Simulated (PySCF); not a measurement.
Molecule: `O=C(O)/C=C/Br`, C3H3BrO2.

Bonds (- single, = double, # triple, : aromatic): O1=C2 1.205 Å, C2-O3 1.339 Å, C2-C4 1.480 Å, C4=C5 1.335 Å, C5-Br6 1.861 Å. O3 carries H7; C4 carries H8; C5 carries H9. Stereochemistry as in O=C(O)/C=C/Br.

Geometry PBE0-D3(BJ)/def2-SVP throughout; GIAO in PySCF 2.14, gas phase, one conformer, non-relativistic; equivalent atoms averaged; functional PBE0.

For orientation, STO-3G gives these absolute shieldings σ: O1 -47.1, O3 214.3, C5 112.7, C2 121.2, C4 127.6, Br6 2626.0, H9 25.81, H8 26.30, H7 27.14 ppm.

A run gave: O1 -29.4, O3 148.3, C5 47.9, C2 39.1, C4 69.4, Br6 2162.2, H9 23.68, H8 25.14, H7 26.45 ppm (absolute shieldings σ).

Question: Which basis set was used in that run?
A. pcSseg-0
B. 6-31G
C. cc-pVTZ
D. cc-pVDZ

Answer: D. Br6 tells them apart best: cc-pVDZ gives 2162.2, pcSseg-0 gives 2086.5, 6-31G gives 2221.0, cc-pVTZ gives 2116.7 ppm.
